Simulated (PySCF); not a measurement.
## Unknown compound

The spectra below were simulated for a compound C5H9N3S.

¹H NMR (400 MHz, computed): δ 3.80 (s, 3H), 2.40 (s, 3H), 2.16 (s, 3H).

¹³C{¹H} NMR (computed): δ 145.1 (C), 139.0 (C), 41.3 (CH3), 18.5 (CH3), 11.6 (CH3).

PySCF 2.14.0 with density-fitted response routines calculation with shieldings: GIAO PBE/pcSseg-1 and PBE0-D3(BJ)/def2-SVP structure; in vacuum, single conformer, relativity neglected, fast rotation and ring inversion assumed for equivalent nuclei.

References, each an isolated molecule treated in the same way: ¹H (σref 31.20), ¹³C (σref 180.03) vs TMS.

Q: Propose a structure and justify it.

A: 
The formula gives 3 degrees of unsaturation. 5 carbon signals for 5 carbons: no two carbons are equivalent. Carbon types of the structure: 2 × C, 3 × CH3, which accounts for all hydrogens. δC 145.1: aromatic carbon bearing sulfur. δC 139.0: substituted aromatic carbon next to a ring nitrogen. δC 41.3: methyl carbon bonded to N; deshielded by the electronegative neighbour. δC 11.6: methyl carbon on an aromatic ring; saturated and bonded to C and H only. δH 3.80: hydrogen on a methyl carbon bonded to N; its carbon carries N, hence the downfield position. δH 2.40: hydrogen on a methyl carbon bonded to S. δH 2.16: hydrogen on a methyl carbon on an aromatic ring; benzylic-type position, deshielded by the ring.

Structure: `Cn1nc(SC)c(C)n1`.

The shifts were computed for this structure.

Shifts are as computed. Against solution values, carbons near 30 ppm lie about +2 ppm off and those near 130 ppm about +2 ppm. Of 1313 compounds with measured shifts, 239 miss one by over three times the rms of a fit or turn the order of signals round; such compounds aren't used in these exercises. Multiplicities follow the n + 1 count of equivalent neighbours, as no J values were calculated; m marks all less simple cases, F and P coupling included.
